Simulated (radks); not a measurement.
W50+, configuration [Ar] 3d5.75 4p0.25 (fractional occupations, a model configuration). Method: Dirac Kohn-Sham, PBEsol, spin-unpolarised, spherical densities, point nucleus; open shells fill j = l - 1/2 first; computed with a radial shooting solver on a logarithmic mesh with Libxc functionals.

Radial electron density D(r) = 4 pi r^2 rho(r):

```
   r/bohr * D(r) (the largest magnitude, 130, reaches the edge; | marks zero)
 0.001227 |    *
  0.00156 |     *
 0.001983 |        *
 0.002501 |           *
 0.003179 |                *
 0.004042 |                     *
 0.005138 |                           *
 0.006479 |                                 *
 0.008237 |                                       *
  0.01047 |                                           *
  0.01321 |                                           *
  0.01679 |                                         *
  0.02134 |                                       *
  0.02713 |                                      *
  0.03421 |                                           *
  0.04349 |                                                  *
  0.05529 |                                                      *
  0.06973 |                                                 *
  0.08864 |                                      *
   0.1127 |                                 *
   0.1433 |                                    *
   0.1807 |                                   *
   0.2297 |                      *
    0.292 |        *
   0.3682 | *
   0.4681 *
    0.595 *
   0.7564 *
    0.954 *
```

D(r) has 3 maxima, at r = 0.0126, 0.0549, 0.159 bohr, and minima at 0.0246, 0.113 bohr, inside which lie 2.03, 11.25 electrons.
